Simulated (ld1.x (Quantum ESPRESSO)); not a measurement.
# Reading a pseudo-wave (Cu)

Columns: radius, all-electron u(r) and pseudo u(r) of the 4s shell (level -8.40 eV) of copper in the configuration [Ar] 3d10 4s0.5 4p0; LDA (PZ), scalar-relativistic, ultrasoft scheme, ld1.x (Quantum ESPRESSO) 7.5.

```csv
r (bohr),all-electron,pseudo
0.150,-0.1661,-0.0559
0.300,0.0373,-0.1122
0.450,0.2487,-0.1692
0.600,0.2605,-0.2269
0.750,0.1464,-0.2851
0.900,-0.0123,-0.3433
1.050,-0.1709,-0.4005
1.200,-0.3100,-0.4554
1.350,-0.4233,-0.5067
1.500,-0.5106,-0.5528
1.650,-0.5743,-0.5921
1.800,-0.6176,-0.6230
1.950,-0.6437,-0.6446
2.100,-0.6558,-0.6558
2.250,-0.6566,-0.6566
2.400,-0.6484,-0.6484
2.550,-0.6333,-0.6333
2.700,-0.6128,-0.6128
2.850,-0.5885,-0.5885
3.000,-0.5615,-0.5615
3.150,-0.5326,-0.5326
3.300,-0.5028,-0.5028
3.450,-0.4726,-0.4726
3.600,-0.4425,-0.4425
3.750,-0.4129,-0.4129
3.900,-0.3841,-0.3841
```

**Question.** How many radial nodes do the two functions have?

**Answer.** The all-electron 4s function has n − l − 1 = 3 (the table is too coarse to show those close to the nucleus); the pseudo-wave has 0, since the states of the same l below it are removed with the core.

**Question.** At about which radius was the pseudo-wave matched?

**Answer.** 2.15 bohr, where the columns begin to agree (steps of 0.15 bohr).

**Question.** Is the pseudo-wave norm-conserving?

**Answer.** No, it belongs to an ultrasoft set: the norm inside the radius is not constrained, and the difference is carried by the augmentation charge.
